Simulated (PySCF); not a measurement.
## Tb(IV) with different ligands

Computed with PySCF 2.14.0, PBE0, def2-SVP on the ligands, density fitting, scalar-relativistic core potentials, no spin-orbit coupling, vacuum. The metal has lcecp-2-SVP with ECP53. Each complex is relaxed within the symmetry of a template of the same shape. Distances are means of the shortest metal–ligand contacts, charges and spins Mulliken's; removal energies are rigid, with the ligand's formal charge and no counterpoise, so too large; for an anion taken off a cation in vacuum most of it is the attraction of opposite charges, and multiply charged cations can part far more cheaply with an electron moved from ligand to metal. lcecp potentials hold a fixed number of 4f electrons in the core, out of states, spins and gaps.

Problem. Order these by the energy to remove one first-named ligand, lowest first.
A. [TbH3(NH3)]+
B. [Tb(OH)3(NH3)]+
C. [Tb(SH)3(H2O)]+
D. [TbF3(NH3)]+
E. [TbCl3(H2O)]+

Solution. C (14.50), E (14.95), A (15.84), B (17.30), D (17.95).

Problem. What else do they give?

Solution. 
| complex | point group | M–first ligand (Å) | charge on M (e) | removal of one first-named ligand (eV) | strongest infrared band, degenerate modes summed (cm⁻¹) | unstable modes (below −25 cm⁻¹) |
| --- | --- | --- | --- | --- | --- | --- |
| [Tb(SH)3(H2O)]+ | C1 | 2.445 | 0.85 | 14.50 | – | not given |
| [TbCl3(H2O)]+ | Cs | 2.345 | 1.15 | 14.95 | 3743 | 0 |
| [TbF3(NH3)]+ | C3v | 1.923 | 1.68 | 17.95 | 706 | 0 |
| [Tb(OH)3(NH3)]+ | C3v | 1.950 | 1.39 | 17.30 | – | not given |
| [TbH3(NH3)]+ | nearly C3v | 1.854 | 1.13 | 15.84 | 1777 | 0 |

Moved off a saddle point of the template and relaxed again: [TbH3(NH3)]+. One start shape was tried for each, so a minimum needn't be the lowest isomer. Oxidation states forced by the potential, rare, strongly oxidising or of another configuration in reality: [Tb(SH)3(H2O)]+, [TbCl3(H2O)]+, [TbF3(NH3)]+, [Tb(OH)3(NH3)]+, [TbH3(NH3)]+.
